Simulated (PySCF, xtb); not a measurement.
SnI, SMILES [Sn][I] (connectivity only; charge and spin as stated), neutral, multiplicity 2.

Harmonic wavenumbers (cm⁻¹) from GFN2-xTB in xtb at its own minimum, in rising order: 225.

Q: What does B3LYP-D3(BJ)/def2-TZVP (PySCF) give at its own minimum? (An estimate is asked for; the answer gives what the named calculation found.)

A: 188. Paired by order, the mean absolute difference is 37 cm⁻¹ and the zero-point energies are 0.3 and 0.3 kcal/mol.
